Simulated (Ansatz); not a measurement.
Born–Oppenheimer molecular dynamics of C3H9ClOSi (15 atoms, charge 0, multiplicity 1). It goes on from the last frame of an earlier run, with new velocities.

The calculation used RKS B3LYP-D4/6-31G in Ansatz 0.2.0.

```json
{"ensemble": "NVT, Nosé–Hoover chain", "time step": "0.5 fs", "steps asked": "166", "set temperature": "50 K", "thermostat": "time constant 20 fs, chain length 1", "seed": "69115"}
```

First frame:

```xyz
15
Properties=species:S:1:pos:R:3
Si -0.016 -0.158 -0.222
Cl -0.290 -0.201 1.953
C 1.806 0.100 -0.761
H 2.465 -0.716 -0.511
H 1.823 0.247 -1.873
H 2.112 1.085 -0.264
O -0.766 1.354 -0.636
C -2.197 1.453 -0.810
H -2.712 1.478 0.165
H -2.386 2.298 -1.429
H -2.575 0.603 -1.326
C -0.860 -1.703 -0.853
H -1.880 -1.809 -0.393
H -1.014 -1.864 -1.933
H -0.324 -2.587 -0.481
```

Task: What does the run give?

Result: All steps were run.

```json
{"steps done": "166", "time covered": "83 fs", "mean temperature over the second half": "20 K", "spread of the potential energy over the second half": "0.6 meV per atom", "mean potential energy of the second half above the start": "-21.0 meV per atom"}
```

The conserved energy stayed within 0.17 meV per atom of its start (net change -0.16 meV per atom), so the integration is sound. The mean temperature of the second half is 60 % below the set value. A run of 0.083 ps of so small a system gives no equilibrium averages. Limits of this set-up: no polarisation functions.

Task: What happens to the structure?

Result: The same pairs are bonded in the first frame and the last. Pairs count as bonded within 1.25 times the sum of covalent radii (0.12 Å more for H–H). Another seed would give other details.

Task: How do temperature and energy run in time?

Result: 
```tsv
time (fs)	T (K)	potential energy less start (eV)	conserved less start (meV/atom)
0.0	50	0.000	0.00
4.0	127	-0.137	-0.09
8.0	133	-0.175	-0.14
12.0	73	-0.107	-0.08
16.0	59	-0.120	-0.06
20.0	77	-0.194	-0.12
24.0	83	-0.246	-0.15
28.0	61	-0.252	-0.13
32.0	36	-0.250	-0.12
36.0	34	-0.271	-0.15
40.0	37	-0.295	-0.16
44.0	29	-0.301	-0.15
48.0	20	-0.300	-0.15
52.0	18	-0.306	-0.16
56.0	19	-0.314	-0.16
60.0	16	-0.314	-0.16
64.0	17	-0.318	-0.16
68.0	18	-0.323	-0.17
72.0	16	-0.319	-0.16
76.0	19	-0.323	-0.16
80.0	25	-0.329	-0.16
```

Run time: 19 min on 2 threads of Intel(R) Xeon(R) Processor @ 2.50GHz (Skylake/Cascade Lake), on a shared host, peak memory 0.22 GiB.
